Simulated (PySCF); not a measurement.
Computed shifts of a molecule CH4Cl2OSi2, B3LYP/pcSseg-1 in PySCF, GIAO, gas phase, equivalent atoms averaged, in ppm (number of nuclei): ²⁹Si: 64.8 (1), 33.5 (1). ¹³C: 89.4 (1). ¹H: 5.94 (2), 5.08 (2). References: ³⁵Cl against HCl (σ = 933.3 ppm); ²⁹Si against TMS (σ = 338.7 ppm); ¹³C against TMS (σ = 181.3 ppm); ¹⁷O against H2O (σ = 333.8 ppm); ¹H against TMS (σ = 31.68 ppm), references at their B3LYP-D3(BJ)/def2-TZVP geometries, non-relativistic (without spin–orbit terms, shifts of atoms bonded to Cl or Br come out too high). Coordinates come from a PBE0-D3(BJ)/def2-SVP optimisation. The values are those of a single conformer.

Question: Which molecule gave these data?
(A) O=C[SiH2][SiH](Cl)Cl
(B) Cl[Si]1(Cl)CO[SiH2]1
(C) Cl[Si@@H]1C[Si@H](Cl)O1
(D) Cl[Si]1(Cl)OC[SiH2]1

Answer: B, Cl[Si]1(Cl)CO[SiH2]1
